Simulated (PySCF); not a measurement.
NaF, SMILES [F][Na].

Geometry optimised at B3LYP-D3(BJ)/def2-TZVPD.

Computed with PBE/def2-TZVPD in PySCF.

### Question
Estimate the frontier levels, gap, dipole moment and polarisability. (Estimate from the structure and the level; the computed values follow.)

### Answer

The highest occupied level comes out as -5.08 eV and the lowest empty level is -2.01 eV. The orbital gap comes out as 3.07 eV and the dipole moment is 1.626 e·Å. The quadrupole, principal values (traceless, Buckingham form, about the centre of nuclear charge) is -0.02, -0.02, 0.03 D·Å, the mean static polarisability is 17.6 bohr³ (2.61 Å³) and the polarisability, principal values comes out as 15.2, 15.2, 22.4 bohr³.
